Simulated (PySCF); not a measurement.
Cartesian coordinates (Å):
```xyz
13

Zr     0.1051     0.2812    -0.7899
C      2.2166     1.9842    -1.0019
N      1.7326     1.5525     0.1659
N      1.5567     1.5431    -2.0636
H      3.1045     2.6577    -1.0722
H      2.2077     1.8555     1.0173
H      1.8914     1.8271    -2.9855
O      0.5528    -1.4260    -1.6333
H      0.3790    -2.3773    -1.5636
O     -1.5312     1.0837    -1.5005
H     -2.4854     1.1319    -1.3349
O     -0.4794    -0.2907     0.9797
H     -0.4809    -0.3482     1.9454
```
Charge 0, multiplicity 1.

Q: What is the computed total energy, charge on the central atom (Mulliken), HOMO–LUMO gap, dipole moment and LUMO (TPSSh-D3(BJ)/def2-TZVP // BP86-D3(BJ)/def2-SVP in PySCF 2.14.0)?

A: 
```json
{
  "total_energy": "-424.3640 Ha",
  "charge on the central atom (Mulliken)": "1.74 e",
  "HOMO–LUMO gap": "5.32 eV",
  "dipole_moment": "2.18 D",
  "LUMO": "-0.69 eV"
}
```
